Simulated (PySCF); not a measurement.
Sn(I)(OH) (HIOSn), SMILES [OH][Sn][I] (connectivity only; charge and spin as stated), neutral, multiplicity 1.

Geometry: PBE-D3(BJ)/def2-SVP. The def2 effective core potentials stand for the cores of I, Sn; spin–orbit coupling is left out. The values are those of a single conformer.

Level of theory: TDDFT-LC-ωPBE/def2-SVPD (PySCF).

Vertical excitations. The molecule is in vacuum. State labels are in the subgroup Cs.

Task: Estimate the UV-visible absorptions. (Estimate from the structure and the level; the computed values follow.)

Result: 
| state | symmetry | energy (eV) | λ (nm) | f | main pairs |
|---|---|---|---|---|---|
| S1 | A" | 3.84 | 323 | 0.025 | HOMO→LUMO 81 %, HOMO−2→LUMO 17 % |
| S2 | A" | 4.45 | 279 | 0.001 | HOMO−2→LUMO 82 %, HOMO→LUMO 16 % |
| S3 | A' | 4.67 | 265 | 0.007 | HOMO−1→LUMO 90 % |
| S4 | A' | 5.51 | 225 | 0.058 | HOMO→LUMO+1 66 %, HOMO−2→LUMO+1 20 % |
| S5 | A" | 5.60 | 221 | 0.004 | HOMO−3→LUMO 68 %, HOMO−1→LUMO+1 26 % |
| S6 | A" | 5.64 | 220 | 0.018 | HOMO−1→LUMO+1 63 %, HOMO−3→LUMO 28 % |
| S7 | A' | 5.95 | 209 | 0.046 | HOMO−4→LUMO 62 %, HOMO→LUMO+2 16 %, HOMO−2→LUMO+1 13 % |
| S8 | A' | 6.33 | 196 | 0.598 | HOMO−2→LUMO+1 54 %, HOMO→LUMO+1 15 %, HOMO−2→LUMO+2 13 %, HOMO−4→LUMO 9 % |
| S9 | A' | 6.47 | 192 | 0.098 | HOMO→LUMO+2 57 %, HOMO−4→LUMO 19 %, HOMO−2→LUMO+2 12 % |
| S10 | A" | 6.82 | 182 | 0.000 | HOMO−1→LUMO+2 83 % |
| T1 | A" | 2.77 | 447 | 0 | HOMO→LUMO 62 %, HOMO−2→LUMO 27 % |
| T2 | A' | 4.19 | 296 | 0 | HOMO−1→LUMO 90 % |
| T3 | A" | 4.33 | 286 | 0 | HOMO−2→LUMO 68 %, HOMO→LUMO 27 % |
| T4 | A' | 4.38 | 283 | 0 | HOMO→LUMO+1 63 %, HOMO−2→LUMO+1 22 % |
Triplets are in the Tamm–Dancoff approximation, which puts them higher than full response would, so one can lie above its singlet here.
